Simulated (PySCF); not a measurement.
A structure optimised at PBE-D3(BJ)/def2-SVP, used in a PySCF frequency run:

```
O
C 1 1.4235
H 2 1.1090 1 107.64
H 2 1.1128 3 108.37 1 -121.52
H 2 1.1133 3 108.29 4 -117.26
Ge 1 1.7814 2 120.21 3 -171.46
O 6 1.7740 1 105.41 2 170.93
H 7 0.9770 6 109.51 1 -32.68
O 6 1.7748 7 108.22 8 -156.25
H 9 0.9772 6 109.01 7 35.51
Cl 6 2.1620 7 114.63 8 86.66
```
Charge 0, spin multiplicity 1.

Task: Write its SMILES and formula.

Result: C[O][Ge]([OH])([OH])[Cl], CH₅ClGeO₃

Task: What are its rotational constants (standard atomic weights)?

Result: 2.0465, 1.9370, 1.4227 GHz
